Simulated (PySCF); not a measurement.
From one molecule to another.

First species: C₅H₈F₄O.
InChI=1S/C5H8F4O/c1-2-10-4(6)3-5(7,8)9/h4H,2-3H2,1H3/t4-/m1/s1

Second species: C₅H₈F₄O.
Atom-mapped SMILES: `[CH3:1][CH:2]([CH3:3])[O:4][C@H:5]([F:6])[C:7]([F:8])([F:9])[F:10]` (hydrogens: H11, H12, H13 on C1; H14 on C2; H15, H16, H17 on C3; H18 on C5)

Levels: PBE0/def2-SVPD for dipole moment, HOMO energy, LUMO energy, HOMO–LUMO gap, static isotropic polarisability and electronic spatial extent ⟨r²⟩ about the centre of nuclear charge; TDDFT PBE0/def2-SVPD for lowest singlet excitation; TDA PBE0/def2-SVPD for lowest triplet excitation (Tamm–Dancoff); ΔSCF PBE0/def2-SVPD for vertical ionisation energy; PBE0-D3(BJ)/def2-SVP for rotational constant A and rotational constant C. Geometries: PBE0-D3(BJ)/def2-SVP. All species are isolated and taken at one optimised geometry, non-relativistic unless stated; the electronic structure was computed with PySCF and density fitting.

The conformers computed, where there is a choice (atom-mapped SMILES and torsion angles):
- `[CH3:1][CH2:2][O:3][C@@H:4]([F:5])[CH2:6][C:7]([F:8])([F:9])[F:10]`: C1–C2–O3–C4 178°, C2–O3–C4–F5 73°, O3–C4–C6–C7 69°, C4–C6–C7–F8 173°
- `[CH3:1][CH:2]([CH3:3])[O:4][C@H:5]([F:6])[C:7]([F:8])([F:9])[F:10]`: C1–C2–O4–C5 -148°, C2–O4–C5–F6 -79°, O4–C5–C7–F8 59°

```csv
property,column X,column Y
dipole moment,1.64 D,3.40 D
HOMO energy,-8.63 eV,-8.97 eV
LUMO energy,0.65 eV,0.48 eV
HOMO–LUMO gap,9.28 eV,9.45 eV
lowest singlet excitation,8.08 eV,8.26 eV
lowest triplet excitation (Tamm–Dancoff),7.88 eV,8.05 eV
static isotropic polarisability,70.1 au,70.4 au
vertical ionisation energy,10.80 eV,11.00 eV
electronic spatial extent ⟨r²⟩ about the centre of nuclear charge,1738 bohr²,1645 bohr²
rotational constant A,2.003 GHz,2.335 GHz
rotational constant C,0.639 GHz,0.691 GHz
```

Question: Which column belongs to which species?

Answer: Column X is the first species and column Y the second. The first has 18 atoms and 82 electrons, the second 18 and 82.

Question: How does each property change from the first species to the second?

Answer: dipole moment +1.76 D; HOMO energy -0.34 eV; LUMO energy -0.17 eV; HOMO–LUMO gap +0.17 eV; lowest singlet excitation +0.18 eV; lowest triplet excitation (Tamm–Dancoff) +0.17 eV; static isotropic polarisability +0.3 au; vertical ionisation energy +0.20 eV; electronic spatial extent ⟨r²⟩ about the centre of nuclear charge -93 bohr²; rotational constant A +0.332 GHz; rotational constant C +0.052 GHz.

On the first: The vertical singlet–triplet gap S1 − T1 is 0.20 eV (TDDFT singlet less Tamm–Dancoff triplet; S1: HOMO→LUMO, weight 0.95; T1: HOMO→LUMO, weight 0.88). S1 lies 1.20 eV below the HOMO–LUMO gap; its leading configuration is HOMO→LUMO, weight 0.95.

On the second: In wavenumbers S1 is 66600 cm⁻¹ (1 eV = 8065.54 cm⁻¹). No computed singlet falls in the visible range (750 to 380 nm, 1.65 to 3.26 eV); S1 lies 5.00 eV above its blue end.
